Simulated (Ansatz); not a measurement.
Single points on the cluster Si3S4⁻.

```yaml
crystal:
  periodic: [false, false, false]
  atoms:
    - {symbol: Si, position_ang: [0.457555, 1.446748, -0.949717]}
    - {symbol: Si, position_ang: [-1.423809, -1.428907, 0.884542]}
    - {symbol: Si, position_ang: [0.908975, -1.359342, 0.011765]}
    - {symbol: S, position_ang: [0.852753, 0.749214, 1.010286]}
    - {symbol: S, position_ang: [-1.541289, -2.373207, 2.676895]}
    - {symbol: S, position_ang: [0.301049, 3.325223, -1.599722]}
    - {symbol: S, position_ang: [0.444766, -0.359739, -2.034069]}
basis:
  gaussian: {orbitals: def2-TZVPD, initial_orbitals: start.molden}
total_charge: -1
magnetization: {spin_polarized: true, initial_magnetization: 1}
hamiltonian: {xc: hf}
scf: {omitted_lower_state_checks: [starts]}
output: {orbitals: {seedname: orbitals}}
```

The file start.molden holds the orbitals of an earlier run on this structure, at another level or in another basis.

```sh
$ ansatz run in.yaml --threads 4 --pin off --events-out ev --progress --plain --max-ram 4787MiB
```

Output, abridged:

```
Functional definition: HF
  name "HF"
  cite "Fock, Z. Phys. 61, 126 (1930) doi:10.1007/BF01340294"
  parent pbe
  exchange = exact_x
  correlation = 0
these checks for a lower state are left out or cut short: starts
2518 factors; their error is unknown
the host lacks memory for fits, so the integrals are decomposed
1899 factors; integrals over basis functions are off by at most 1.0e-3 eV
mean field evaluation 1: about -66862.2986 eV, gradient 3.6e1 eV
mean field evaluation 2: about -66863.7540 eV, gradient 2.0e0 eV
mean field evaluation 4: about -66863.8807 eV, gradient 2.9e-1 eV
mean field evaluation 8: about -66863.8813 eV, gradient 4.5e-5 eV
mean field -66863.88126761 eV, -2457.2023146180 hartree, gradient 4.5e-5 eV, S^2 0.835955; 0 other end points of the search recorded, 0 dependent functions left out
reference -66863.88126761 eV, -2457.2023146180 hartree; 54, 53 occupied and 259, 260 virtual orbitals, 1899 factors
Total energy: -66863.88126761 eV, -2457.2023146180 hartree
Checks for a lower state left out: starts
```

Hardware: 4 threads of Intel Xeon 6975P-C on a shared host. Wall time 9.5 s, peak host memory 1.5 GiB.

The first input with `hamiltonian: {xc: pbe}`, `correlation: {method: rpa}` and without the key `output` (abridged; 9.5 s):

```
Functional definition: PBE
mean field -66952.76387137 eV, -2460.4686900594 hartree, gradient 2.0e-6 eV, S^2 0.756191
35 core orbitals not correlated: weight in the atoms' cores, before any rotation towards them, 1.000 or more for the frozen orbitals, at most 0.000 for the correlated occupied ones
Total energy: -66906.31104997 eV, -2458.7615803599 hartree
Checks for a lower state left out: starts
```

The first input with `hamiltonian: {xc: pbe, dispersion: d4}`, `output: {forces: true, orbitals: {seedname: orbitals}}` (abridged; 5.5 s):

```
Functional definition: PBE
mean field -66952.76389668 eV, -2460.4686909897 hartree, gradient 1.9e-5 eV, S^2 0.756191
Total energy: -66953.35379848 eV, -2460.4903694809 hartree
Atom 0 force     0.046876    -0.107564     0.029062 eV/Å
Atom 1 force     0.042810    -0.180897     0.329322 eV/Å
Atom 2 force    -0.126962     0.342769    -0.102665 eV/Å
Atom 3 force    -0.059111    -0.059952    -0.317155 eV/Å
Atom 4 force     0.019187     0.180090    -0.326564 eV/Å
Atom 5 force     0.027815    -0.351393     0.125120 eV/Å
Atom 6 force     0.049386     0.176947     0.262881 eV/Å
Dipole moment:     0.291499    -0.088707    -0.317943 e Å
Checks for a lower state left out: starts
```

First input, but with `hamiltonian: {xc: {name: B3LYP}, dispersion: d4}` (abridged; 9.5 s):

```
Functional definition: B3LYP
the host lacks memory for fits, so the integrals are decomposed
mean field -66985.66808383 eV, -2461.6778975643 hartree, gradient 4.9e-5 eV, S^2 0.759988
Total energy: -66986.64791503 eV, -2461.7139056966 hartree
Checks for a lower state left out: starts
```

The first input with `hamiltonian: {xc: r2scan, dispersion: d4}` (abridged; 9.5 s):

```
Functional definition: r2SCAN
mean field -66977.90978470 eV, -2461.3927853300 hartree, gradient 4.2e-5 eV, S^2 0.765479
Total energy: -66978.04253968 eV, -2461.3976639854 hartree
Checks for a lower state left out: starts
```

First input, but with `gaussian: {orbitals: STO-3G}` (abridged; 0.95 s):

```
Functional definition: HF
mean field evaluation 16: about -66108.0283 eV, gradient 5.2e-2 eV
mean field -66108.03423652 eV, -2429.4254485573 hartree, gradient 9.3e-6 eV, S^2 0.797106
Total energy: -66108.03423652 eV, -2429.4254485573 hartree
Checks for a lower state left out: starts
```

The first input with `correlation: {method: mp2}` and without the key `hamiltonian` (abridged; 12 s):

```
Functional definition: HF
mean field -66863.88126761 eV, -2457.2023146180 hartree, gradient 1.8e-6 eV, S^2 0.835955
35 core orbitals not correlated: weight in the atoms' cores, before any rotation towards them, 1.000 or more for the frozen orbitals, at most 0.000 for the correlated occupied ones
second order -26.90944346 eV of doubles, -0.00000000 eV of singles
Total energy: -66890.79071107 eV, -2458.1912184254 hartree
Checks for a lower state left out: starts
```

Geometry: PBE-D4/def2-SVPD.

B3LYP takes the VWN-RPA correlation. Correlated methods freeze 35 core orbitals. At HF/def2-TZVPD, MP2/def2-TZVPD the charge -1 doublet is spin-contaminated (final ⟨S²⟩ up to 0.84, 0.75 for a pure state). At HF/STO-3G the highest occupied level of the charge -1 doublet lies above zero (up to 1.09 eV). In Hartree–Fock with STO-3G the lack of diffuse functions raises the level. Another isomer (doublet) lies 0.88 eV lower at PBE0-D4/def2-TZVPD; other spin states weren't run for this one.
